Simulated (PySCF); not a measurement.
Geometries of 3 isomers of C2H6FNSi, from PySCF 2.14.0, PBE0-D3(BJ)/def2-SVP geometry optimisation, gas phase. One conformer each, no zero-point energy, no frequencies.

Question: Which is lowest in electronic energy at this level?
A.
```xyz
11
angstrom
C     -2.047    1.013   -0.031
N     -1.020    0.684   -0.687
Si     0.069   -0.624   -0.335
C      1.772    0.054   -0.045
F     -0.415   -1.423    1.008
H     -2.397    0.489    0.882
H     -2.665    1.875   -0.348
H      0.003   -1.588   -1.464
H      2.122    0.599   -0.935
H      1.768    0.750    0.807
H      2.486   -0.756    0.171
```
B.
```xyz
11
angstrom
C     -1.731   -0.477   -0.383
C     -0.952    0.604   -0.422
F     -1.468    1.799   -0.766
Si     0.893    0.631   -0.021
N      1.324   -0.884    0.688
H     -1.284   -1.434   -0.111
H     -2.797   -0.427   -0.620
H      1.121    1.839    0.834
H      1.700    0.776   -1.268
H      1.048   -1.126    1.632
H      2.193   -1.334    0.428
```
C.
```xyz
11
angstrom
F      0.382    1.484    1.341
C      1.383    0.902    0.620
C      0.865   -0.184   -0.281
N     -0.322   -0.575   -0.412
Si    -1.812   -0.035    0.357
H      1.893    1.671    0.010
H      2.135    0.475    1.309
H      1.674   -0.664   -0.874
H     -1.787   -0.257    1.834
H     -2.108    1.397    0.046
H     -2.913   -0.864   -0.211
```

Answer: A. That is `C=N[Si@@H](C)F`, 43.8 kcal/mol below the next.

```csv
SMILES,atoms numbered as above,E (Eh),relative (kcal/mol),relative (kJ/mol),dipole (D)
C=N[Si@@H](C)F,[CH2:1]=[N:2][Si@@H:3]([CH3:4])[F:5],-523.33248,0.0,0.0,0.87
C=C(F)[SiH2]N,[CH2:1]=[C:2]([F:3])[SiH2:4][NH2:5],-523.26273,43.8,183.1,2.68
FC/C=N\[SiH3],[F:1][CH2:2]/[CH:3]=[N:4]\[SiH3:5],-523.24348,55.8,233.7,2.71
```

As drawn, the lowest has an Si–F bond and an Si–C bond, which the highest lacks.
